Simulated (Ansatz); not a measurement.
CH8AlNSi can be A, `C[SiH2][NH][AlH2]`, or B, `C[SiH](N)[AlH2]`.

Computed with Ansatz on PBE0-D4/def2-TZVP structures; ΔE is electronic, products minus reactants. CBS: MP2 limit from def2 TZ/QZ plus the TZ coupled-cluster correction, frozen cores. DFT in def2-TZVPP. One conformer a species, not always the lowest.

A:

```xyz
12

C     1.215    0.975    1.303
Si   -0.440    0.587    0.529
N    -0.467   -0.948   -0.269
Al   -0.732   -1.322   -1.990
H     1.189    1.950    1.798
H     1.482    0.227    2.055
H     2.005    0.995    0.549
H    -1.478    0.646    1.600
H    -0.774    1.603   -0.506
H    -0.327   -1.743    0.342
H    -0.718   -2.848   -2.418
H    -0.954   -0.122   -2.994
```

B:

```xyz
12

C     1.089    1.204    0.620
Si   -0.368    0.029    0.388
N    -1.621    0.606   -0.658
Al    0.318   -2.174   -0.473
H     1.617    1.383   -0.320
H     0.748    2.170    1.004
H     1.805    0.793    1.338
H    -0.990   -0.116    1.742
H    -1.539    0.496   -1.655
H    -2.154    1.430   -0.428
H     1.071   -3.246    0.433
H     0.023   -2.576   -1.989
```

**Question.** Which isomer does CCSD(T)/CBS put lower? Give the gap. (Best estimate.)

**Answer.** Ansatz gave: A, by 29.7 kcal/mol.

**Question.** Give E(B) − E(A) in kcal/mol with ωB97M-V, PBE-D4, CCSD(T)/def2-TZVPP, PBE0-D4, CCSD/def2-TZVPP, r2SCAN-D4, HF/def2-TZVPP. (Best estimate.)

**Answer.** Ansatz gave: ωB97M-V 30.5, PBE-D4 25.0, CCSD(T)/def2-TZVPP 30.0, PBE0-D4 26.0, CCSD/def2-TZVPP 30.0, r2SCAN-D4 29.2, HF/def2-TZVPP 31.5. None reverses the order clearly.

Largest T1 diagnostic: 0.011.

From PBE to PBE0 (25 % exact exchange), in def2-TZVPP and without D4, E(B) − E(A) moves by +1.0 kcal/mol.
